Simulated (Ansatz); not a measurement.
A nudged elastic band was laid between two geometries of BBrF2 + H2 (6 atoms, charge 0, multiplicity 1).

Theory: RKS B3LYP/def2-mTZVP (Ansatz 0.2.0).

```yaml
movable_images: 5
climbing_image: yes
spring: 5.0 eV/Å²
optimiser: quadratic models (default)
start_path: through a guess of the saddle point
force_threshold: 0.05 eV/Å
iteration_limit: 60
end_points: relaxed
```

Initial state:

```xyz
6
Properties=species:S:1:pos:R:3
B -1.395 -0.489 -0.123
Br -1.893 1.158 -0.964
F -0.976 -1.505 -0.846
F -1.466 -0.617 1.184
H 2.766 1.045 0.211
H 2.964 0.409 0.538
```

Final state:

```xyz
6
Properties=species:S:1:pos:R:3
B -0.314 -1.157 0.430
Br 0.012 2.230 -0.973
F -0.731 -1.677 -0.709
F -1.220 -0.790 1.318
H 1.411 2.445 -0.728
H 0.842 -1.050 0.662
```

(1) Which bonds break or form, and what moves?

(2) What energy profile does the band end with?

(3) What is the geometry of the highest image?

The band took 25 iterations and about 9 core-minutes.

## Answers

(1) Bonds broken: B1–Br2, H5–H6. Bonds formed: B1–H6, Br2–H5. BBrF2 + H2 becomes BF2H + BrH.

(2) The run converged. The highest image is number 4 of 0 to 6, 40.4 kcal/mol above the first end and 31.5 kcal/mol above the last; the last end lies 8.9 kcal/mol above the first. Neighbouring images differ by up to 1.4 eV, so the band resolves the path poorly. A vibrational analysis at the climbing image gives one clearly imaginary mode, 983i cm⁻¹: a first-order saddle point. The orbitals stay closed-shell, which can raise the energy where a bond breaks towards radicals; this wasn't checked here.

```csv
image,path coordinate (Å),energy (kcal/mol),B1–Br2 (Å),H5–H6 (Å),B1–H6 (Å)
0,0.00,0.0,1.92,0.74,4.50
1,0.92,0.0,1.92,0.74,3.73
2,1.85,0.4,1.92,0.74,2.92
3,2.77,7.7,1.95,0.75,2.15
4,3.69,40.4,2.31,1.01,1.33
5,4.99,10.9,3.28,2.27,1.19
6,6.29,8.9,3.68,3.80,1.18
```

(3) 
```xyz
6
Properties=species:S:1:pos:R:3:forces:R:3
B -0.185 -0.406 0.133 -0.04 -0.03 0.00
Br -0.497 1.666 -0.849 0.01 -0.01 0.01
F -0.342 -1.340 -0.794 0.04 0.03 0.00
F -0.843 -0.431 1.283 0.04 0.03 -0.01
H 0.766 0.675 -0.111 -0.01 -0.02 0.01
H 1.101 -0.163 0.337 -0.04 0.00 -0.01
```

Time of the run: 4.7 min on 2 threads of Intel(R) Xeon(R) Platinum 8488C (Sapphire Rapids) (shared host), peak memory 0.22 GiB.
